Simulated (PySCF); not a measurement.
**Circular dichroism: `FC(F)(F)[C@@H]1C[Si@@H]1Br`, C$_{3}$H$_{4}$BrF$_{3}$Si**

Molfile (atoms numbered from 1):
```
C3H4BrF3Si
     RDKit          3D

 12 12  0  0  0  0  0  0  0  0999 V2000
   -0.7980   -2.3009    0.6079 F   0  0  0  0  0  0  0  0  0  0  0  0
   -1.0463   -1.0159    0.2807 C   0  0  0  0  0  0  0  0  0  0  0  0
   -2.2103   -1.0293   -0.3996 F   0  0  0  0  0  0  0  0  0  0  0  0
   -1.2947   -0.3824    1.4379 F   0  0  0  0  0  0  0  0  0  0  0  0
    0.0541   -0.3954   -0.5055 C   0  0  2  0  0  0  0  0  0  0  0  0
    1.2908    0.0751    0.3019 C   0  0  0  0  0  0  0  0  0  0  0  0
    0.3646    1.4687   -0.5401 Si  0  0  2  0  0  4  0  0  0  0  0  0
   -0.8607    2.8550    0.6443 Br  0  0  0  0  0  0  0  0  0  0  0  0
    0.2614   -0.9993   -1.3813 H   0  0  0  0  0  0  0  0  0  0  0  0
    2.2445   -0.2801   -0.0613 H   0  0  0  0  0  0  0  0  0  0  0  0
    1.2076   -0.0528    1.3739 H   0  0  0  0  0  0  0  0  0  0  0  0
    0.7883    2.0567   -1.7847 H   0  0  0  0  0  0  0  0  0  0  0  0
  1  2  1  0
  2  3  1  0
  2  4  1  0
  2  5  1  0
  5  6  1  0
  6  7  1  0
  7  8  1  0
  7  5  1  0
  5  9  1  6
  6 10  1  0
  6 11  1  0
  7 12  1  6
M  END
```

Theory: PySCF, TDDFT wB97X-D/def2-SVPD circular dichroism and optical rotation, one conformer, gas phase. Geometry: GFN2-xTB.

The calculation is non-relativistic, which matters for the atoms heavier than Zn.

Problem. Assign R or S to each stereocentre.

Solution. C5 R, Si7 S.

Problem. Which excitations and rotatory strengths does the calculation give?

Solution. Rotatory strengths R in 10⁻⁴⁰ esu² cm², velocity form and length form (origin at the centre of mass); f in length form.
| state | E (eV) | λ (nm) | f | R (velocity) | R (length) | main |
| --- | --- | --- | --- | --- | --- | --- |
| 1 | 5.81 | 213 | 0.003 | +2.1 | +2.7 | HOMO→LUMO 0.93 |
| 2 | 6.66 | 186 | 0.070 | +9.6 | +10.1 | HOMO→LUMO+1 0.61, HOMO−1→LUMO 0.34 |
| 3 | 6.94 | 179 | 0.163 | +5.4 | +5.5 | HOMO−1→LUMO 0.58, HOMO→LUMO+1 0.32 |
| 4 | 7.28 | 170 | 0.005 | -25.6 | -25.0 | HOMO→LUMO+2 0.62, HOMO→LUMO+4 0.19 |
| 5 | 7.44 | 167 | 0.002 | +2.8 | +2.8 | HOMO−1→LUMO+1 0.58, HOMO→LUMO+3 0.16 |
| 6 | 7.48 | 166 | 0.011 | -12.6 | -13.6 | HOMO→LUMO+3 0.39, HOMO−1→LUMO+1 0.33 |
| 7 | 7.66 | 162 | 0.004 | -0.4 | -0.9 | HOMO−2→LUMO 0.53, HOMO→LUMO+3 0.26 |
| 8 | 7.92 | 157 | 0.002 | -7.1 | -6.0 | HOMO→LUMO+4 0.31, HOMO→LUMO+6 0.19 |

Among the states computed, the strongest CD band (largest |R|) is state 4. The largest dissymmetry factor in size, g = 4R/(D+G), with D and G the electric and magnetic dipole strengths, is -0.054 for state 4 (velocity form, f = 0.005), among bands with |R| over 0.5. The mirror image has the same energies and oscillator strengths and all R with the opposite sign.
